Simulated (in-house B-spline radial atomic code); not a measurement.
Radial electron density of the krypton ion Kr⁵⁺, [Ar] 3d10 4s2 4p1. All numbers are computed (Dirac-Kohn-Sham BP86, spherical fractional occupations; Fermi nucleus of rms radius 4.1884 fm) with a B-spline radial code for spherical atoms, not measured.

Columns: r (bohr), 4πr²n(r) (electrons per bohr), bar.

```
 0.00179    1.416 #
 0.00218    2.014 ##
 0.00265    2.838 ##
 0.00322    3.967 ###
 0.00392    5.513 #####
 0.00477    7.573 ######
  0.0058    10.25 ########
 0.00705    13.66 ###########
 0.00857    17.85 ###############
  0.0104    22.74 ###################
  0.0127    28.37 #######################
  0.0154    33.96 ############################
  0.0187    39.13 ################################
  0.0228     43.1 ###################################
  0.0277    44.94 #####################################
  0.0336    44.36 ####################################
  0.0409    41.72 ##################################
  0.0497    38.53 ################################
  0.0605    36.98 ##############################
  0.0735    38.98 ################################
  0.0894    44.54 #####################################
   0.109    50.95 ##########################################
   0.132    53.49 ############################################
   0.161    49.27 #########################################
   0.195    40.21 #################################
   0.237    31.91 ##########################
   0.289    30.03 #########################
   0.351    33.91 ############################
   0.427    37.01 ##############################
   0.519    33.64 ############################
   0.631    24.43 ####################
   0.767    14.48 ############
   0.932    7.841 ######
    1.13    4.787 ####
    1.38    3.312 ###
    1.68    2.073 ##
    2.04   0.9672 #
    2.48   0.2993 
    3.01  0.05837 
    3.66 0.006579 
    4.45 0.000398 
    5.41 1.085e-05
```

On this grid the curve has 3 maxima, near 0.0277, 0.132, 0.427 bohr.

The 4s1/2 radial function P(r) = rR(r), positive near the nucleus, with its small component Q(r) (sign convention: Q ≈ (P' + κP/r)/2c):

```json
{"r (bohr)": "0.000556", "P": "0.01371", "Q": "-0.001831"}
{"r (bohr)": "0.000821", "P": "0.01978", "Q": "-0.002659"}
{"r (bohr)": "0.00121", "P": "0.02834", "Q": "-0.003832"}
{"r (bohr)": "0.00179", "P": "0.04046", "Q": "-0.005509"}
{"r (bohr)": "0.00265", "P": "0.0572", "Q": "-0.007858"}
{"r (bohr)": "0.00392", "P": "0.07951", "Q": "-0.01107"}
{"r (bohr)": "0.0058", "P": "0.1079", "Q": "-0.01534"}
{"r (bohr)": "0.00857", "P": "0.1408", "Q": "-0.02068"}
{"r (bohr)": "0.0127", "P": "0.1733", "Q": "-0.02689"}
{"r (bohr)": "0.0187", "P": "0.1923", "Q": "-0.03284"}
{"r (bohr)": "0.0277", "P": "0.1763", "Q": "-0.03668"}
{"r (bohr)": "0.0409", "P": "0.0969", "Q": "-0.03515"}
{"r (bohr)": "0.0605", "P": "-0.06064", "Q": "-0.02513"}
{"r (bohr)": "0.0894", "P": "-0.2491", "Q": "-0.006828"}
{"r (bohr)": "0.132", "P": "-0.3218", "Q": "0.01247"}
{"r (bohr)": "0.195", "P": "-0.1064", "Q": "0.01981"}
{"r (bohr)": "0.289", "P": "0.3314", "Q": "0.008937"}
{"r (bohr)": "0.427", "P": "0.5048", "Q": "-0.007403"}
{"r (bohr)": "0.631", "P": "0.02188", "Q": "-0.01129"}
{"r (bohr)": "0.932", "P": "-0.7359", "Q": "-0.003192"}
{"r (bohr)": "1.38", "P": "-0.9641", "Q": "0.003768"}
{"r (bohr)": "2.04", "P": "-0.526", "Q": "0.003457"}
{"r (bohr)": "3.01", "P": "-0.1116", "Q": "0.0008675"}
{"r (bohr)": "4.45", "P": "-0.006831", "Q": "5.692e-05"}
```
